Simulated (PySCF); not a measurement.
Isomers of [C4H3O4S2]- (charge -1), one GFN2-xTB conformer each. Single-point energies are computed at PBE0/pcSseg-1 (PySCF, gas phase, no added dispersion term), electronic only.

Question: Rank them by PBE0/pcSseg-1 energy, lowest first (kcal/mol).
A. `[O:1]=[S:2](=[O:3])([OH:4])[c:5]1[cH:6][s:7][c:8]([O-:9])[cH:10]1` (charge -1) with O1–S2–O4–H -45°, O1–S2–C5–C6 -144°
B. `[O:1]=[S:2](=[O:3])([O-:4])[c:5]1[cH:6][cH:7][c:8]([OH:9])[s:10]1` (charge -1) with C7–C8–O9–H 180°

Answer: A (0.0), B (1.9).

Neighbours under 5.0 kcal/mol apart (O=S(=O)(O)c1csc([O-])c1 and O=S(=O)([O-])c1ccc(O)s1) can change places with a better method, another conformer or zero-point energy. GFN2-xTB itself gives, in the same order: 0.0, 6.4. Both levels put the same isomer lowest.
